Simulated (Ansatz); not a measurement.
```yaml
crystal:
  periodic: [false, false, false]
  atoms:
    - {symbol: C, position_ang: [-0.364731, 1.016159, -1.806921]}
    - {symbol: Zr, position_ang: [-0.112211, 0.044154, 0.183430]}
    - {symbol: C, position_ang: [1.943104, 0.504289, 0.896032]}
    - {symbol: C, position_ang: [-0.413679, -2.135621, -0.142605]}
    - {symbol: N, position_ang: [-1.530518, 0.801851, 1.415936]}
    - {symbol: H, position_ang: [-0.259758, 2.105879, -1.753048]}
    - {symbol: H, position_ang: [0.397640, 0.643924, -2.504735]}
    - {symbol: H, position_ang: [-1.345890, 0.805098, -2.248180]}
    - {symbol: H, position_ang: [1.949550, 1.058617, 1.842406]}
    - {symbol: H, position_ang: [2.471366, 1.116945, 0.153395]}
    - {symbol: H, position_ang: [2.531385, -0.410095, 1.046296]}
    - {symbol: H, position_ang: [0.375064, -2.721896, 0.346640]}
    - {symbol: H, position_ang: [-0.371233, -2.361156, -1.216616]}
    - {symbol: H, position_ang: [-1.376609, -2.501691, 0.231741]}
    - {symbol: H, position_ang: [-1.404863, 1.552309, 2.083023]}
    - {symbol: H, position_ang: [-2.488617, 0.481234, 1.473205]}
basis:
  gaussian: {orbitals: def2-SVP}
hamiltonian: {xc: {name: wB97X-V}, pseudopotentials: {relativity: none}}
multiplicity: 3
output: {forces: true}
```

```sh
$ ansatz run in.yaml --threads 4 --pin off --events-out ev --progress --plain --max-ram 11315MiB
```

Shortened log:

```
Error: YAML parse error: error: line 23 column 1: unknown field `multiplicity`, expected one of crystal, accuracy, basis, kpoints, hamiltonian, magnetization, projection, total_charge, correlation, batch, efield, external_charges, scf, relax, neb, saddle, md, ramp, phonons, dielectric, real_time, elastic, magnetic_configurations, gw, evaluate, workflow, output, checkpoint, execution
21 |   gaussian: {orbitals: def2-SVP}
22 | hamiltonian: {xc: {name: wB97X-V}, pseudopotentials: {relativity:…
23 | multiplicity: 3
24 | output: {forces: true}
```

Task: Something in this input is off. What?

Result: The input holds a key that doesn't belong there. The input was rejected before any iteration.
